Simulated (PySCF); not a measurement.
PySCF input file for B2F3, SMILES F[B]B(F)F, multiplicity 2, C-PCM-PBE0/def2-SVP. Coordinates come from a PBE0-D3(BJ)/def2-SVP optimisation. The isomer is the one that the SMILES or the coordinates give; other isomers of the formula were not compared. The values are those of a single conformer.

```python
import numpy as np
from pyscf import gto, scf, dft
from pyscf.solvent import pcm

mol = gto.M(
    atom='''
    F     2.22049596    0.15753507    0.00000000
    B     1.06229812   -0.42046526    0.00000000
    B    -0.56421845   -0.01761410   -0.00000000
    F    -1.24860344    0.04292118   -1.13127387
    F    -1.24860344    0.04292118    1.13127387
    ''',
    basis='def2-SVP',
    charge=0,
    spin=1,
    max_memory=1600,
    verbose=3,
)
mf = dft.UKS(mol, xc='pbe0').density_fit(auxbasis='def2-universal-jkfit')
mf.grids.level = 3
mf.conv_tol = 1e-9
mf.max_cycle = 100
mf.kernel()
fine, coarse = mf.grids, dft.Grids(mol).set(level=1).build(with_non0tab=True)
for _ in range(3):  # follow internal instabilities
    mf.grids = coarse
    mo, _, stable, _ = mf.stability(return_status=True, nroots=4)
    mf.grids = fine
    if stable:
        break
    mf.kernel(mf.make_rdm1(mo, mf.mo_occ))
res = {}
for name, eps in {'water': 78.355, 'chloroform': 4.7113, 'methanol': 32.613}.items():
    s = mf.PCM()
    s.with_solvent.method, s.with_solvent.eps, s.with_solvent.lebedev_order = 'C-PCM', eps, 29
    s.kernel(mf.make_rdm1())
    res[name] = (s.e_tot, eps, s.dip_moment(), s.mo_energy, s.converged)
    print(f'{name}: electrostatic solvation free energy {(s.e_tot - mf.e_tot) * 627.509474:.3f} kcal/mol')
```

Program output:

```

WARN: HOMO -0.14667645466652 >= LUMO -0.14667645466652

converged SCF energy = -348.693446771947  <S^2> = 0.75575159  2S+1 = 2.0057433
<class 'pyscf.df.df_jk.DFUKS'> wavefunction is stable in the internal stability analysis

WARN: PCM is an experimental feature. It is still in testing.
Features and APIs may be changed in the future.

converged SCF energy = -348.695928150559  <S^2> = 0.7558702  2S+1 = 2.0058616
Dipole moment(X, Y, Z, Debye):  1.19845,  0.16115, -0.00000
water: electrostatic solvation free energy -1.557 kcal/mol

WARN: PCM is an experimental feature. It is still in testing.
Features and APIs may be changed in the future.

converged SCF energy = -348.695402068202  <S^2> = 0.75584267  2S+1 = 2.0058342
Dipole moment(X, Y, Z, Debye):  1.16455,  0.16004,  0.00000
chloroform: electrostatic solvation free energy -1.227 kcal/mol

WARN: PCM is an experimental feature. It is still in testing.
Features and APIs may be changed in the future.

converged SCF energy = -348.695880390885  <S^2> = 0.75586765  2S+1 = 2.0058591
Dipole moment(X, Y, Z, Debye):  1.19531,  0.16106,  0.00000
methanol: electrostatic solvation free energy -1.527 kcal/mol
```

The calculation finished and met its thresholds.

Cost: about 40 core-seconds (a rough figure).
